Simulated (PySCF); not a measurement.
# P (phosphorus, neutral) across methods

[Ne] 3s2 3p2 3d1, one real determinant (an excited configuration). Calculation: PySCF 2.14, in aug-cc-pVQZ-DK; the spin-free X2C one-electron Hamiltonian (Gaussian nucleus).

```csv
method,E (hartree),mean ε 3s β (eV),mean ε 3p α (eV),mean ε 3d α (eV),Σ⟨r²⟩ (bohr²),⟨S²⟩
M06-2X,-341.7550,-18.150,-11.079,-0.597,44.67,3.752
PBE,-341.6233,-15.521,-8.856,0.107,44.50,3.751
M06,-341.7590,-16.787,-9.791,-0.073,45.11,3.751
PBE0,-341.6448,-16.798,-10.232,-0.279,44.76,3.752
wB97X,-341.7515,-19.348,-12.551,-1.317,44.68,3.753
TPSS,-341.7950,-15.495,-9.063,0.158,44.56,3.752
LDA,-340.4930,-15.694,-8.813,0.184,44.25,3.751
r2SCAN,-341.7388,-15.721,-9.326,0.168,44.72,3.753
UHF,-341.20548,-19.375,-13.805,-1.010,46.75,3.757
```

⟨L²⟩ = 8.00 against 12 for a pure F term, so this real determinant mixes terms. The outer electron is Rydberg-like, and this basis confines it to a smaller radius and binds it less than a complete one would.

The highest occupied level is positive at PBE, TPSS, LDA, r2SCAN: only the finite basis holds that electron, which in a density functional comes from self-interaction.
